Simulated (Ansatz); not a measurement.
Total energies of Pt₃H₂⁺ from Ansatz at PBE0-D4/def2-TZVP, gas phase (1 Eh = 27.2114 eV = 2625.5 kJ/mol). The reference geometry is relaxed at PBE0-D4/def2-TZVP.

```xyz
5

Pt   -0.180   -1.276    0.430
Pt   -0.578    1.227    0.084
Pt    1.409    0.092   -0.953
H    -1.340    0.952   -1.184
H     0.689   -0.995    1.624
```

```
           state                      geometry  energy (Eh)
charge 1 doublet                     reference   -358.93063
charge 0 singlet                     reference   -359.18370
charge 1 quartet  relaxed at PBE0-D4/def2-TZVP   -358.90391
```

In the def2 sets Pt takes a core potential; there is no spin–orbit coupling.

Other spin states of the ions weren't run at this level and may lie lower.

Q: Work out the vertical electron affinity, to the singlet.

A: E(charge 1 doublet) − E(charge 0 singlet) = -358.93063 − (-359.18370) = 0.25307 Eh = 6.89 eV.

Q: Which of the charge 1 states is lowest, and how far above it are the others?

A: The doublet. quartet: -358.90391 − (-358.93063) = 0.02672 Eh = 70.2 kJ/mol.

At PBE0-D4/def2-TZVP the lowest empty level of the doublet has α spin (-8.91 eV), and filling it gives a triplet, which wasn't run; the affinity to the singlet shown is then probably not the largest one.

The structure comes from a short search, and lower isomers may exist.
